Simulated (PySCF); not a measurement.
Electron correlation in Co (cobalt, neutral)

[Ar] 3d7 4s1 4p1, one real determinant (an excited configuration). All numbers are calculated (PySCF 2.14, scalar relativity by spin-free X2C-1e, in x2c-TZVPPall with one added diffuse shell each of s, p, d, f type (7s6p5d3f1g, 80 functions)). Frozen: [Ar]; 9 electrons correlated.

| level | correlation energy (mhartree) |
| --- | --- |
| CCSD | -212.94 |
| (T) | -6.12 |
| CCSD(T) | -219.06 |

Diagnostics: T1 = 0.016, D1 = 0.0391, largest double amplitude 0.026.

The real determinant used has ⟨L²⟩ near 14 against 20 for a pure G term, so it mixes terms.

Cost of the coupled-cluster step: about 40 core-seconds, for 9 correlated electrons.

The reference is one real determinant that mixes LS terms of this configuration.
